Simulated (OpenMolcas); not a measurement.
Computed levels of 4s² 4p² in ions with 32 electrons, in cm-1 above ³P₀.

```
Program             : OpenMolcas 26.06
Method              : CASSCF
Basis               : ANO-R2
Scalar Hamiltonian  : X2C, finite nucleus
Spin-orbit coupling : RASSI with atomic mean-field integrals over the reference wave functions, term energies averaged over their components
```

Active space for each ion: 4 electrons in 4 orbitals (4s 4p).

```tsv
Level	As+	Br3+	Kr4+
³P₁	927	2334	3365
³P₂	2279	5193	7129
¹D₂	12540	18616	21982
¹S₀	22225	32424	37693
```

Q: Estimate ³P₂, ¹D₂, ¹S₀ for Se2+ from its neighbours As+ and Br3+.

A: ³P₂ is fine structure, which grows about as the fourth power of a screened charge, so the fourth roots are averaged: ((2279^0.25 + 5193^0.25) / 2)^4 = 3514. The calculation gives 3609, so the estimate is off by -2.6 %; the measured value is 3937 (Moore, Atomic Energy Levels, vol. II, NSRDS-NBS 35 (1971 reprint of NBS Circular 467, 1952)).
¹D₂ is another term, which grows about linearly with the charge: (12540 + 18616) / 2 = 15578. The calculation gives 15552, so the estimate is off by +0.2 %; the measured value is 13032 (Moore, Atomic Energy Levels, vol. II, NSRDS-NBS 35 (1971 reprint of NBS Circular 467, 1952)).
¹S₀ is another term, which grows about linearly with the charge: (22225 + 32424) / 2 = 27324. The calculation gives 27393, so the estimate is off by -0.3 %.

Without dynamic correlation excited terms often stand tens of per cent too high (terms of higher spin than the ground term too low), and those without a measured partner can miss by more than the paired ones (holds for As+). Measured partners are found by configuration, term and J. A level has none where our copy of the source lacks it or the pairing is in doubt (some pairs that miss far off the trend of their configuration count as doubtful), and it then counts in no deviation. Levels of configurations outside the active space are missing.
